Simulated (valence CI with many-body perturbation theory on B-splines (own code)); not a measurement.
## Ga²⁵⁺ in brief

Level of theory: relativistic CI+MBPT: four valence electrons over a frozen Dirac-Fock core [He], a basis of 9 s, 9 p, 8 d, 6 f, 3 g, 1 h functions for each j, with the one-electron correlation potential Σ1 (screened to all orders), the two-electron term Σ2, the three-electron term Σ3, Breit, model QED; selected single and double excitations, second order for the rest, scaled by the run's own slope (own B-spline code, finite nucleus).

No measured spectrum was set against this ion. As an estimate, levels of excited configurations hold to 0.05 to 0.15 % of their energy, terms of the ground configuration to about 0.5 %. Among the levels kept, up to 480 cm⁻¹ of a level comes from second order outside the variational space, and about a tenth of that is noise between levels of different J, which matters for small intervals.

Names give the largest LS component (configuration and term), which can be under half, so a name can repeat, a term be missing and a line seem to break the LS rules; names also repeat where a configuration has a term twice.

Rates and lifetimes use the calculated energies. Strong lines usually hold to 10 to 20 %, long lifetimes can be off by a factor of two.

(1) What is the ground level?

(2) Where does the other parity begin?

(3) How well does LS coupling describe the low levels?

(4) Name the longest-lived excited levels whose lifetime is computed, and their main decay.

(5) Among levels below 1558.0 eV, which E1 lines absorb most strongly from the ground level?

## Answers

(1) 2s2 2p2 3P_0, composition 84 % 2s2 2p2 3P + 15 % 2s2 2p2 1S.

(2) At 2s 2p3 5S°_2, 95.4 eV.

(3) Among the lowest 20 levels the leading LS term, summed over configurations, holds 77 % on average. For single configurations the figures are 77 % in LS and 83 % in jj coupling. Terms mix most in the J = 2 level at 173.8 eV, where the leading one holds 48 %.

(4) 2s2 2p2 3P_2 at 31.1 eV lives 462 μs, mostly by M1 to 2s2 2p2 3P_1; 2s2 2p2 3P_1 at 23.2 eV lives 10.2 μs, mostly by M1 to 2s2 2p2 3P_0; 2s2 2p2 1D_2 at 61.0 eV lives 3.43 μs, mostly by M1 to 2s2 2p2 3P_1.

(5) to 2s2 2p 3d 3D°_1 at 0.8223 nm, f = 1.33; to 2s 2p2 3p 5D°_1 at 0.8035 nm, f = 0.198; to 2s2 2p 3d 1P°_1 at 0.8010 nm, f = 0.147.
